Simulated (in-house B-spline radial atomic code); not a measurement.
A radial electron density 4πr²n(r) was computed for an atom or ion in its tabulated ground configuration with an all-electron radial atomic-structure program (B-spline basis); method: Dirac-Kohn-Sham BLYP, spherical fractional occupations. Columns: r (bohr), 4πr²n(r) (electrons per bohr), bar.

```
  0.0016    1.645 #
 0.00195    2.336 ##
 0.00237     3.28 ##
 0.00288    4.572 ###
 0.00349    6.287 ####
 0.00424    8.592 ######
 0.00515    11.59 ########
 0.00626     15.4 ###########
  0.0076    20.06 ##############
 0.00923    25.55 ##################
  0.0112    31.63 #######################
  0.0136    37.93 ###########################
  0.0165    43.73 ###############################
  0.0201    48.27 ###################################
  0.0244    50.52 ####################################
  0.0296    50.13 ####################################
   0.036    47.48 ##################################
  0.0437    44.16 ################################
  0.0531    42.55 ##############################
  0.0645    44.78 ################################
  0.0783    50.96 ####################################
  0.0951    58.22 ##########################################
   0.115    61.56 ############################################
    0.14    57.54 #########################################
    0.17    47.73 ##################################
   0.207    38.83 ############################
   0.251    37.44 ###########################
   0.305    42.44 ##############################
   0.371    45.72 #################################
    0.45    40.44 #############################
   0.547    28.13 ####################
   0.664     16.5 ############
   0.807    10.57 ########
    0.98    9.282 #######
    1.19    8.488 ######
    1.45    6.111 ####
    1.76    3.209 ##
    2.13    1.203 #
    2.59   0.2965 
    3.14  0.04737 
    3.82 0.004101 
    4.64 0.0001802
```

**Question.** Which atom or ion is it?
A. Zr4+
B. Tc5+
C. Nb4+
D. Sr4+

**Answer.** A. The area under the curve, ∫4πr²n dr = ∫r·4πr²n d(ln r) on this logarithmic grid, is 36 electrons, which only this option has. The configuration is [Ar] 3d10 4s2 4p6.
